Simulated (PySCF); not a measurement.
# Ionisation energy of Hg²⁺ by level of theory

Hg²⁺ [Xe] 4f14 5d10 (1S) → Hg³⁺ [Xe] 4f14 5d9 (2D), as a difference of total energies. All numbers are calculated (PySCF 2.14, scalar relativity through the core potential, in def2-TZVPPD with the def2 core potential (60 electrons) (6s6p3d2f1g, 62 functions)). Correlated levels: valence: 5s2 5p6 frozen. The calculations carry no spin-orbit coupling.

```json
{"method": "UHF", "ionisation energy (eV)": "33.609"}
{"method": "MP2 (valence)", "ionisation energy (eV)": "35.398"}
{"method": "SCS-MP2 (valence)", "ionisation energy (eV)": "35.218"}
{"method": "CCSD (valence)", "ionisation energy (eV)": "35.099"}
{"method": "CCSD(T) (valence)", "ionisation energy (eV)": "35.171"}
```

Problem. How much does correlation contribute at CCSD(T) (valence)?

Solution. 35.171 − (33.609) = 1.562 eV, measured against UHF.

The reference lies between the lowest fine-structure levels, while these numbers refer to the centres of the terms.

Errors of the correlated levels include the incompleteness of this basis and the frozen core.

For comparison: 34.49 ± 0.05 eV (measured; NIST Atomic Spectra Database, ionization energies).
